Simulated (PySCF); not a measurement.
Isomers of C4H12N2OSi2, one GFN2-xTB conformer each. Single-point energies are computed at PBE0/pcSseg-1 (PySCF, gas phase, no added dispersion term), electronic only.

Question: Rank them by PBE0/pcSseg-1 energy, lowest first (kcal/mol).
A. `[CH:1]#[C:2][CH2:3][CH2:4][Si:5]([NH2:6])([NH2:7])[O:8][SiH3:9]` with C2–C3–C4–Si5 177°, C3–C4–Si5–N6 -58°, C4–Si5–N6–H -52° and 172°, C4–Si5–N7–H 76° and -60°, C4–Si5–O8–Si9 -174°
B. `[CH2:1]=[CH:2][Si@@H:3]([SiH2:4][NH2:5])[N:6]([CH3:7])[CH:8]=[O:9]` with C1–C2–Si3–Si4 23°, C2–Si3–Si4–N5 148°, Si3–Si4–N5–H 34° and 173°, C2–Si3–N6–C7 -9°, Si3–N6–C8–O9 0°
C. `[CH3:1][Si:2]([CH3:3])([CH3:4])[O:5][Si@H:6]([NH2:7])[C:8]#[N:9]` with Si2–O5–Si6–N7 70°, O5–Si6–N7–H 45° and -173°
D. `[CH3:1]/[N:2]=[CH:3]\[CH2:4][C:5](=[O:6])[Si@H:7]([NH2:8])[SiH3:9]` with N2–C3–C4–C5 100°, C3–C4–C5–O6 86°, C4–C5–Si7–N8 -151°, C5–Si7–N8–H -20° and -163°
E. `[CH3:1][C:2](=[O:3])[N:4]1[SiH2:5][CH2:6][NH:7][Si@H:8]1[CH3:9]` with C1–C2–N4–Si5 180°, C2–N4–Si5–C6 -179°, N4–Si5–C6–N7 -12°, Si5–C6–N7–Si8 23°, C6–N7–Si8–C9 -141°
F. `[CH3:1][C:2](=[O:3])/[CH:4]=[N:5]/[SiH2:6][N:7]([CH3:8])[SiH3:9]` with C1–C2–C4–N5 -18°, C4–N5–Si6–N7 122°, N5–Si6–N7–C8 36°

Answer: C (0.0), E (32.2), A (45.8), B (77.6), F (86.1), D (112.0).

As drawn, the lowest has a C≡N group and an Si–O bond, which the highest lacks; the highest has a C=O bond, a C=N bond and an Si–Si bond, which the lowest lacks. GFN2-xTB itself gives, in the same order: 20.0, 0.0, 16.3, 55.4, 39.7, 82.8. GFN2-xTB puts CC(=O)N1[SiH2]CN[Si@H]1C lowest instead; measured from each level's own lowest isomer, the values differ by up to 46.4 kcal/mol (CC(=O)/C=N/[SiH2]N(C)[SiH3]: 39.7 against 86.1).

Which frontier levels, dipoles and rotational constants go with these structures?

| SMILES | HOMO (eV, PBE0/pcSseg-1) | LUMO (eV) | dipole (D) | A, B, C (MHz) |
| --- | --- | --- | --- | --- |
| C[Si](C)(C)O[Si@H](N)C#N | -8.09 | -0.40 | 4.01 | 1605, 745.4, 644.0 |
| CC(=O)N1[SiH2]CN[Si@H]1C | -6.80 | 0.36 | 3.66 | 1473, 1228, 719.8 |
| C#CCC[Si](N)(N)O[SiH3] | -7.29 | 0.36 | 1.31 | 2238, 502.9, 464.3 |
| C=C[Si@@H]([SiH2]N)N(C)C=O | -7.02 | -0.49 | 2.86 | 1229, 1102, 670.4 |
| CC(=O)/C=N/[SiH2]N(C)[SiH3] | -6.94 | -2.30 | 2.10 | 2881, 451.3, 431.0 |
| C/N=C\CC(=O)[Si@H](N)[SiH3] | -6.84 | -1.61 | 1.97 | 1337, 916.6, 635.9 |
